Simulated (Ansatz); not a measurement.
`[SiH3][SiH2]C[SeH]`, one more setting.

```yaml
crystal:
  periodic: [false, false, false]
  atoms:
    - {symbol: Si, position_ang: [-1.398296, 1.761859, -0.760264]}
    - {symbol: Si, position_ang: [0.011924, 0.157217, 1.240812]}
    - {symbol: C, position_ang: [1.732372, -1.058429, 0.200663]}
    - {symbol: Se, position_ang: [0.827660, -2.374713, -1.651818]}
    - {symbol: H, position_ang: [-0.173730, 2.412669, -2.000977]}
    - {symbol: H, position_ang: [-2.224370, 3.212638, 0.064264]}
    - {symbol: H, position_ang: [-2.697503, 0.775535, -1.646603]}
    - {symbol: H, position_ang: [-1.157984, -1.051706, 2.041409]}
    - {symbol: H, position_ang: [0.715761, 1.241193, 2.586591]}
    - {symbol: H, position_ang: [2.420117, -1.869328, 1.052806]}
    - {symbol: H, position_ang: [2.620473, -0.203302, -0.385530]}
    - {symbol: H, position_ang: [-0.580302, -3.072756, -0.698854]}
basis:
  gaussian: {orbitals: aug-cc-pVDZ, point_charges: [{charge: 1.00, position_ang: [6.387, 0.716, -0.170]}]}
hamiltonian: {xc: {name: PBE0-DH}}
output: {forces: true}
```

```sh
$ ansatz run in.yaml --threads 4 --pin off --events-out ev --progress --plain --max-ram 10444MiB
```

Output, abridged:

```
Functional definition: PBE0-DH
1878 factors; integrals over basis functions are off by at most 9.4e-4 eV
mean field evaluation 1: about -82236.9866 eV, gradient 2.7e1 eV
mean field evaluation 2: about -82237.0006 eV, gradient 2.7e1 eV
mean field evaluation 4: about -82239.3681 eV, gradient 3.9e0 eV
mean field evaluation 8: about -82239.4259 eV, gradient 2.0e-1 eV
mean field evaluation 16: about -82239.4261 eV, gradient 1.6e-4 eV
mean field -82239.42614679 eV, -3022.2431670095 hartree, gradient 6.1e-6 eV, S^2 0.000000; 0 other end points of the search recorded, 0 dependent functions left out
20 core orbitals not correlated: weight in the atoms' cores, before any rotation towards them, 1.000 or more for the frozen orbitals, at most 0.000 for the correlated occupied ones
reference -82239.42621030 eV, -3022.2431693432 hartree; 18, 18 occupied and 147, 147 virtual orbitals, 1878 factors
second order -19.93688747 eV of doubles, -0.00000000 eV of singles
Total energy: -82241.91832123 eV, -3022.3347527308 hartree
Atom 0 at    -1.398296     1.761859    -0.760264 Å, force    -0.506590     0.678348    -0.753052 eV/Å
Atom 1 at     0.011924     0.157217     1.240812 Å, force     0.075124    -0.592840     0.460892 eV/Å
Atom 2 at     1.732372    -1.058429     0.200663 Å, force     1.685856     0.231135     0.371258 eV/Å
Atom 3 at     0.827660    -2.374713    -1.651818 Å, force    -1.599708     0.337089     4.222147 eV/Å
Atom 4 at    -0.173730     2.412669    -2.000977 Å, force    -2.061438    -1.140376     2.146338 eV/Å
Atom 5 at    -2.224370     3.212638     0.064264 Å, force     1.474635    -2.529342    -1.362212 eV/Å
Atom 6 at    -2.697503     0.775535    -1.646603 Å, force     2.315302     1.653803     1.580199 eV/Å
Atom 7 at    -1.157984    -1.051706     2.041409 Å, force     2.079091     2.003415    -1.383253 eV/Å
Atom 8 at     0.715761     1.241193     2.586591 Å, force    -1.046374    -1.839811    -2.255708 eV/Å
Atom 9 at     2.420117    -1.869328     1.052806 Å, force    -2.354858     2.542988    -2.921721 eV/Å
Atom 10 at     2.620473    -0.203302    -0.385530 Å, force    -2.915268    -2.787148     1.709866 eV/Å
Atom 11 at    -0.580302    -3.072756    -0.698854 Å, force     2.897837     1.470961    -1.813349 eV/Å
Dipole moment:    -0.475038     0.072475     0.157647 e Å
```

It took 5.5 s on 4 threads of an AMD EPYC 9R45 on a shared host, with 0.73 GiB of host memory at the peak.
